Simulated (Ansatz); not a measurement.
F2H4SSi2 can be A, `F[SiH](F)S[SiH3]`, or B, `F[SiH2][SiH](F)S`.

Calculated with Ansatz (gas phase, PBE0-D4/def2-TZVP geometries, no zero-point term in ΔE). CBS: MP2 limit from def2 TZ/QZ plus the TZ coupled-cluster correction, frozen cores. Functionals use def2-TZVPP. B3LYP here is the variant with VWN-RPA as its local correlation; programs differ in this. Each species was taken in one conformer, which may not be the lowest.

A:

Z-matrix (Å, degrees):
```
Si
F 1 1.585
S 1 2.098 2 111.7
F 1 1.588 2 105.5 3 120.4
H 1 1.470 2 108.7 3 -122.0
Si 3 2.157 1 98.6 2 72.7
H 6 1.482 3 110.0 1 -36.9
H 6 1.481 3 105.2 1 -156.1
H 6 1.481 3 110.3 1 85.0
```

B:

Z-matrix (Å, degrees):
```
Si
Si 1 2.348
F 1 1.609 2 106.6
H 1 1.484 2 113.7 3 118.8
H 1 1.485 2 110.3 3 -117.2
S 2 2.120 1 107.7 3 36.9
F 2 1.603 1 109.4 3 -85.5
H 2 1.483 1 114.5 3 154.2
H 6 1.345 2 94.3 1 -38.7
```

Which isomer does CCSD(T)/CBS put lower? Give the gap. (Best estimate.)

Ansatz gave: A, by 23.4 kcal/mol.

Give E(B) − E(A) in kcal/mol with CCSD/def2-TZVPP, ωB97M-V, r2SCAN-D4, B3LYP-D4, PBE-D4, HF/def2-TZVPP, B2PLYP. (Estimate.)

Computed: CCSD/def2-TZVPP 23.4, ωB97M-V 23.9, r2SCAN-D4 23.0, B3LYP-D4 21.7, PBE-D4 19.8, HF/def2-TZVPP 24.6, B2PLYP 22.8. None reverses the order clearly.

Largest T1 diagnostic: 0.012.

From PBE to PBE0 (25 % exact exchange), in def2-TZVPP and without D4, E(B) − E(A) moves by +1.7 kcal/mol.
